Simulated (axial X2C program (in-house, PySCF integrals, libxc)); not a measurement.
PtGe: cheaper levels and CCSD(T), two-component

Calculated with an in-house relativistic program for diatomic molecules. Two-component (2c) means X2C with spin–orbit coupling and atomic mean-field two-electron Coulomb and Gaunt terms. Basis: Pt dyall-cv3z [13s14p9d6f4g], Ge dyall-cv3z [9s9p7d4f1g] (cores contracted in-house); Gaussian nuclei, density fitting, unrestricted open shells. Masses: Pt 194.965 u, Ge 73.921 u.

State: Ω = 0 (closed shell); fragments Pt + Ge.

```json
{"level": "PBE0", "Re (Å)": "2.157", "ωe (cm⁻¹)": "360.7"}
{"level": "HF", "Re (Å)": "2.171", "ωe (cm⁻¹)": "347.9"}
{"level": "CCSD", "Re (Å)": "2.159", "ωe (cm⁻¹)": "368.8"}
{"level": "PBEsol", "Re (Å)": "2.159", "ωe (cm⁻¹)": "355.2"}
```

Correlated methods: 14 electrons correlated (number of frozen shells: Pt 5 s, 4 p, 2 d, 1 f; Ge 3 s, 2 p, 1 d), 328 virtual spin orbitals or spinors in MP2, 90 natural virtuals in coupled cluster.

CCSD(T), same Hamiltonian and basis:

Re = 2.170 Å, ωe = 361.2 cm⁻¹; T1 = 0.046 (Lee–Taylor normalisation).

Q: Give the differences from CCSD(T) in the columns below.

A: 

| level | ΔRe (Å) | Δωe (cm⁻¹) |
| --- | --- | --- |
| PBE0 | -0.013 | 0 |
| HF | 0.001 | -13 |
| CCSD | -0.011 | 8 |
| PBEsol | -0.011 | -6 |

One determinant describes the state; a PBE0 search over occupations chose it and may have missed a lower one. Closed shells are restricted here (equal orbitals for both partners); the stretched side of such a curve lies too high. De is not given where an atomic determinant may have missed its ground term or J level, or where the truncated virtual space spoils (T). Coupled cluster ran in a truncated set of natural virtual spinors; the MP2 energy of the rest was added. (T) has no such correction and the atoms are truncated less, which lowers De at CCSD(T) by a hundredth of an eV or more. The functionals have no current-density term, which raises determinants with orbital currents, atoms included. The T1 diagnostic is large, a sign of multireference character. With the outer-core shells frozen, correlated bond lengths of heavy atoms tend to come out a few hundredths of an ångström too long.
